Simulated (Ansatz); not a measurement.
Relaxing a trial structure of B3FH6N4

The starting geometry of this gas-phase singlet was optimised with GFN2-xTB; its bonds are those of `NN1BNBNB1F`.

```xyz
14

B     1.4873    0.5278   -1.4338
B     0.0359    1.2915    0.4591
B    -0.7790   -0.3877   -1.1647
F    -1.7470   -1.2396   -1.5646
N     0.6002   -1.0761   -3.0861
N     0.4408   -0.3227   -1.8811
N     1.2468    1.3049   -0.2734
N    -0.9692    0.4127   -0.0170
H    -0.1523   -1.7580   -3.1412
H     1.4885   -1.5698   -3.0562
H     2.5102    0.5553   -2.0034
H     1.9883    1.9105    0.0428
H    -0.1288    1.9545    1.4103
H    -1.8529    0.3459    0.4638
```

Question: Predict what becomes of its bonds when it is optimised with B3LYP-D3(BJ)/def2-SVP.

Answer: It keeps its bonds, and is `NN1BNBNB1F`.

The energy falls by 0.14 eV over 15 steps:

| step | E − E(last) (eV) |
| --- | --- |
| 1 | 0.138 |
| 3 | 0.075 |
| 4 | 0.060 |
| 6 | 0.037 |
| 7 | 0.024 |
| 9 | 0.010 |
| 10 | 0.008 |
| 12 | 0.001 |
| 13 | 0.000 |
| 15 | 0.000 |

Final geometry (Å):

```json
{"atom": "B", "x (Å)": "1.5248", "y (Å)": "0.5908", "z (Å)": "-1.4491"}
{"atom": "B", "x (Å)": "0.0268", "y (Å)": "1.2985", "z (Å)": "0.4506"}
{"atom": "B", "x (Å)": "-0.6932", "y (Å)": "-0.4997", "z (Å)": "-1.1181"}
{"atom": "F", "x (Å)": "-1.6053", "y (Å)": "-1.4057", "z (Å)": "-1.5145"}
{"atom": "N", "x (Å)": "0.7991", "y (Å)": "-1.1840", "z (Å)": "-2.9867"}
{"atom": "N", "x (Å)": "0.5342", "y (Å)": "-0.3651", "z (Å)": "-1.8448"}
{"atom": "N", "x (Å)": "1.2352", "y (Å)": "1.3988", "z (Å)": "-0.3024"}
{"atom": "N", "x (Å)": "-0.9297", "y (Å)": "0.3296", "z (Å)": "0.0145"}
{"atom": "H", "x (Å)": "0.0369", "y (Å)": "-1.0543", "z (Å)": "-3.6548"}
{"atom": "H", "x (Å)": "0.7408", "y (Å)": "-2.1622", "z (Å)": "-2.6971"}
{"atom": "H", "x (Å)": "2.5539", "y (Å)": "0.7032", "z (Å)": "-2.0600"}
{"atom": "H", "x (Å)": "1.9294", "y (Å)": "2.0779", "z (Å)": "-0.0141"}
{"atom": "H", "x (Å)": "-0.1818", "y (Å)": "1.9971", "z (Å)": "1.4113"}
{"atom": "H", "x (Å)": "-1.8024", "y (Å)": "0.2243", "z (Å)": "0.5196"}
```

No frequencies were run, so the end isn't proven a minimum. Run with Ansatz 0.2.0, 69 s on 2 threads of Arm Neoverse V2 (shared host).
